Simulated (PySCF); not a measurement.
CCl2F, SMILES F[C](Cl)Cl (connectivity only; charge and spin as stated), charge +1, multiplicity 1.

Coordinates come from a B3LYP-D3(BJ)/def2-SVP optimisation. The multiplicity is an assumed one; other spin states were not compared. The isomer is the one that the SMILES or the coordinates give; other isomers of the formula were not compared.

Computed with TDA-CAM-B3LYP/def2-SVPD in PySCF.

Vertical excitations. Gas-phase values at a fixed geometry. State labels are in the subgroup C2v.

Computed excitation energies, oscillator strengths and character:
```csv
state,symmetry,energy (eV),λ (nm),f,main pairs
S1,A2,4.49,276,0.000,HOMO→LUMO 100 %
S2,B1,5.59,222,0.000,HOMO−2→LUMO 100 %
S3,B2,6.23,199,0.258,HOMO−1→LUMO 91 %
S4,A2,7.23,171,0.000,HOMO−4→LUMO 99 %
S5,A1,7.67,162,0.084,HOMO−3→LUMO 90 %
S6,B2,8.27,150,0.035,HOMO→LUMO+1 92 %
S7,A2,8.50,146,0.000,HOMO−1→LUMO+1 96 %
S8,A1,9.29,133,0.000,"HOMO−2→LUMO+1 81 %, HOMO→LUMO+3 15 %"
S9,B1,9.91,125,0.000,"HOMO−3→LUMO+1 76 %, HOMO−1→LUMO+3 21 %"
S10,B2,10.58,117,0.003,HOMO→LUMO+2 95 %
T1,A2,4.22,294,0,HOMO→LUMO 100 %
T2,B2,4.38,283,0,HOMO−1→LUMO 100 %
T3,B1,5.33,233,0,HOMO−2→LUMO 100 %
T4,A1,5.48,226,0,HOMO−3→LUMO 99 %
```
Triplets are in the Tamm–Dancoff approximation.
